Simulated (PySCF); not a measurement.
Bi(F)2(OMe) (CH3BiF2O), SMILES C[O][Bi]([F])[F]. Geometry optimised at B3LYP-D3(BJ)/def2-SVP. The def2 effective core potentials stand for the cores of Bi; spin–orbit coupling is left out. One conformer was computed; it need not be the lowest.

Question: Give the equilibrium geometry at B3LYP-D3(BJ)/def2-SVP (PySCF confirms it by a frequency run) as a Z-matrix, and its point group. (The exact figures need the calculation; the answer reports its results.)

Answer: Several could match; the one computed here: point group Cs.
```
C
H 1 1.1026
H 1 1.1047 2 108.56
H 1 1.1047 2 108.56 3 117.23
O 1 1.4185 2 107.90 4 121.38
Bi 5 2.0705 1 120.09 2 180.00
F 6 2.0403 5 95.87 1 -47.08
F 6 2.0403 7 93.51 3 -81.24
```
